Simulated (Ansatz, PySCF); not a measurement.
C2H6OSn, SMILES C=[CH][SnH2][OH]. Atoms are numbered in the order given.

```xyz
10

Sn     0.2843    -0.2077    -0.3257
O      1.8415     0.0851     0.8874
C     -1.3787     0.9771     0.3004
C     -2.3902     0.4466     0.9940
H     -0.0661    -1.8640    -0.0953
H      0.7745     0.1817    -1.9262
H      2.0346     1.0201     1.0168
H     -1.4113     2.0437     0.0454
H     -2.4136    -0.6125     1.2765
H     -3.2505     1.0455     1.3176
```

Coordinates come from a PBE0-D3(BJ)/def2-SVP optimisation. The structure was generated by enumeration; whether it is a known compound was not checked. The def2 effective core potentials stand for the cores of Sn; spin–orbit coupling is left out. The values are those of a single conformer.

Two levels are set side by side: PBE-D3(BJ)/def2-SVP (Ansatz, an electronic-structure program) and PBE0-D3(BJ)/def2-SVP (Ansatz). Each level has its own optimised geometry; the coordinates shown are those of the second. Frequencies come from the Hessian of PySCF at each geometry. Differences are taken from unrounded values.

```csv
quantity,PBE0-D3(BJ),PBE-D3(BJ),PBE-D3(BJ) minus PBE0-D3(BJ)
mean bond length (Å),1.461,1.475,0.014
bond Sn1–O2 (Å),1.996,2.022,0.026
bond Sn1–C3 (Å),2.136,2.155,0.019
bond C3–C4 (Å),1.336,1.346,0.010
bond Sn1–H5 (Å),1.709,1.724,0.016
bond Sn1–H6 (Å),1.719,1.737,0.018
bond O2–H7 (Å),0.963,0.976,0.013
bond C3–H8 (Å),1.097,1.105,0.008
bond C4–H9 (Å),1.096,1.105,0.008
bond C4–H10 (Å),1.097,1.105,0.008
highest harmonic wavenumber (cm⁻¹),3901,3717,-185
mean harmonic wavenumber (cm⁻¹),1250,1203,-46
zero-point energy (kcal/mol),42.88,41.29,-1.59
```

GGA bonds tend to be longer and softer than those of functionals with exact exchange. Differences between two approximate levels are no errors against the true value.
